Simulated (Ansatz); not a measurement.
BH7O2Si2 can be A, `[SiH3]OBO[SiH3]`, or B, `BO[SiH](O)[SiH3]`.

Computed with Ansatz on PBE0-D4/def2-TZVP structures; ΔE is electronic, products minus reactants. CCSD(T)/CBS adds triple-zeta CCSD(T) − MP2 to the extrapolated MP2 energy (def2 sets, frozen cores). Functionals use def2-TZVPP. B3LYP here is the variant with VWN-RPA as its local correlation; programs differ in this. Each species was taken in one conformer, which may not be the lowest.

Which isomer does CCSD(T)/CBS put lower? Give the gap. (An estimate is asked.)

Computed: A, by 128.1 kJ/mol.

Give E(B) − E(A) in kJ/mol with B3LYP, ωB97M-V, CCSD(T)/def2-TZVPP, MP2/def2-TZVPP, PBE0-D4, HF/def2-TZVPP, PBE-D4. (Estimate.)

Ansatz gave: B3LYP 133.6, ωB97M-V 131.6, CCSD(T)/def2-TZVPP 130.8, MP2/def2-TZVPP 136.1, PBE0-D4 116.5, HF/def2-TZVPP 156.0, PBE-D4 109.7. None reverses the order clearly.

Largest T1 diagnostic: 0.014.

From PBE to PBE0 (25 % exact exchange), in def2-TZVPP and without D4, E(B) − E(A) moves by +6.6 kJ/mol. In def2-TZVPP, CCSD(T) changes the Hartree–Fock value by −25.1 kJ/mol (the triples alone add −3.0 kJ/mol) and MP2 by −19.8 kJ/mol.
